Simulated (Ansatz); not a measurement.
A nudged elastic band was laid between two geometries of CH4OSSi (8 atoms, charge 0, multiplicity 1).

Level of theory: RKS B3LYP/STO-3G in Ansatz 0.2.0.

| Quantity | Value |
| --- | --- |
| movable images | 7 |
| climbing image | yes |
| spring | 5.0 eV/Å² |
| optimiser | quadratic models (default) |
| start path | IDPP |
| force threshold | 0.05 eV/Å |
| iteration limit | 60 |
| end points | relaxed |

First end point:

```xyz
8
Properties=species:S:1:pos:R:3
O -1.165 0.417 -0.830
C -0.191 -0.200 -0.018
Si 1.053 0.685 0.929
S -0.694 -1.879 0.297
H -0.785 1.355 -1.004
H 1.518 1.665 -0.048
H 2.135 -0.278 1.061
H -1.871 -1.764 -0.388
```

Last end point:

```xyz
8
Properties=species:S:1:pos:R:3
O -1.328 0.664 -1.022
C -0.464 -0.094 -0.211
Si 0.815 0.623 0.840
S -1.202 -1.710 -0.044
H -0.846 1.566 -1.117
H 1.401 1.600 -0.076
H 1.800 -0.448 0.922
H -0.176 -2.200 0.708
```

Question: Which bonds break or form, and what moves?

Answer: No bond is made or broken. The dihedral O1–C2–S4–H8 goes from -2 to 178°.

Question: Give the energies along the band, and the barrier.

Answer: The forces met the threshold. The highest image is number 4 of 0 to 8, 8.3 kcal/mol above the first end and 7.9 kcal/mol above the last; the last end lies 0.3 kcal/mol above the first. A vibrational analysis at the climbing image gives one clearly imaginary mode, 326i cm⁻¹: a first-order saddle point. Limits of this set-up: minimal basis.

| image | path coordinate (Å) | energy (kcal/mol) | dihedral O1–C2–S4–H8 (°) |
| --- | --- | --- | --- |
| 0 | 0.00 | 0.0 | -2 |
| 1 | 0.44 | 1.2 | -25 |
| 2 | 0.89 | 3.9 | -48 |
| 3 | 1.33 | 6.8 | -72 |
| 4 | 1.77 | 8.3 | -99 |
| 5 | 2.16 | 6.9 | -122 |
| 6 | 2.55 | 3.8 | -145 |
| 7 | 2.93 | 1.1 | -167 |
| 8 | 3.32 | 0.3 | 178 |

Question: What is the geometry of the highest image?

Answer: 
```xyz
8
Properties=species:S:1:pos:R:3
O -0.752 0.335 -1.492
C -0.136 -0.227 -0.351
Si 0.612 0.677 0.960
S -0.612 -1.978 -0.252
H -0.358 1.284 -1.555
H 1.250 1.854 0.397
H 1.597 -0.152 1.623
H -1.601 -1.792 0.670
```

Question: What are the harmonic wavenumbers there?

Answer: 326i, 226, 353, 376, 431, 479, 573, 599, 765, 1013, 1062, 1107, 1338, 1483, 2594, 2658, 2914, 3668 cm⁻¹.

The run took 2.2 min on 1 thread of Arm Neoverse N1, on a shared host, peak memory 0.092 GiB.
